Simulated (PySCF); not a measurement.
C3H8Si2, SMILES C#CC[SiH2][SiH3], singlet, GFN2-xTB optimised geometry.

```
13

C      1.87    -0.59     0.00
C      0.68    -0.62     0.00
C     -0.76    -0.62     0.00
Si    -1.46     1.17     0.00
Si    -0.65     2.35    -1.81
H      2.92    -0.59     0.00
H     -1.12    -1.16    -0.88
H     -1.12    -1.17     0.88
H     -2.92     1.01     0.02
H     -1.10     1.76     1.30
H     -1.39     3.60    -2.00
H     -0.78     1.60    -3.07
H      0.76     2.71    -1.68
```

Density from B3LYP/def2-TZVP in PySCF 2.14.0 at that geometry.

Minimum of the electron density along straight lines between bonded atoms, close to the bond critical point (lines longer than 1.1 times the sum of covalent radii, or with two minima, are not listed):

```json
[
 {"bond": "C1–C2", "length / Å": "1.198", "ρ at the minimum / e bohr⁻³": "0.423", "∇²ρ there / e bohr⁻⁵": "-1.23", "position (fraction from the first atom)": "0.48"},
 {"bond": "C2–C3", "length / Å": "1.440", "ρ at the minimum / e bohr⁻³": "0.280", "∇²ρ there / e bohr⁻⁵": "-0.77", "position (fraction from the first atom)": "0.54"},
 {"bond": "C3–Si4", "length / Å": "1.920", "ρ at the minimum / e bohr⁻³": "0.112", "∇²ρ there / e bohr⁻⁵": "0.13", "position (fraction from the first atom)": "0.61"},
 {"bond": "Si4–Si5", "length / Å": "2.310", "ρ at the minimum / e bohr⁻³": "0.100", "∇²ρ there / e bohr⁻⁵": "-0.19", "position (fraction from the first atom)": "0.52"},
 {"bond": "C1–H6", "length / Å": "1.049", "ρ at the minimum / e bohr⁻³": "0.301", "∇²ρ there / e bohr⁻⁵": "-1.14", "position (fraction from the first atom)": "0.66"},
 {"bond": "C3–H7", "length / Å": "1.093", "ρ at the minimum / e bohr⁻³": "0.275", "∇²ρ there / e bohr⁻⁵": "-0.92", "position (fraction from the first atom)": "0.64"},
 {"bond": "C3–H8", "length / Å": "1.092", "ρ at the minimum / e bohr⁻³": "0.275", "∇²ρ there / e bohr⁻⁵": "-0.93", "position (fraction from the first atom)": "0.64"},
 {"bond": "Si4–H9", "length / Å": "1.473", "ρ at the minimum / e bohr⁻³": "0.122", "∇²ρ there / e bohr⁻⁵": "0.18", "position (fraction from the first atom)": "0.49"},
 {"bond": "Si4–H10", "length / Å": "1.470", "ρ at the minimum / e bohr⁻³": "0.123", "∇²ρ there / e bohr⁻⁵": "0.18", "position (fraction from the first atom)": "0.49"},
 {"bond": "Si5–H11", "length / Å": "1.466", "ρ at the minimum / e bohr⁻³": "0.123", "∇²ρ there / e bohr⁻⁵": "0.19", "position (fraction from the first atom)": "0.49"},
 {"bond": "Si5–H12", "length / Å": "1.467", "ρ at the minimum / e bohr⁻³": "0.123", "∇²ρ there / e bohr⁻⁵": "0.19", "position (fraction from the first atom)": "0.49"},
 {"bond": "Si5–H13", "length / Å": "1.464", "ρ at the minimum / e bohr⁻³": "0.124", "∇²ρ there / e bohr⁻⁵": "0.19", "position (fraction from the first atom)": "0.49"}
]
```
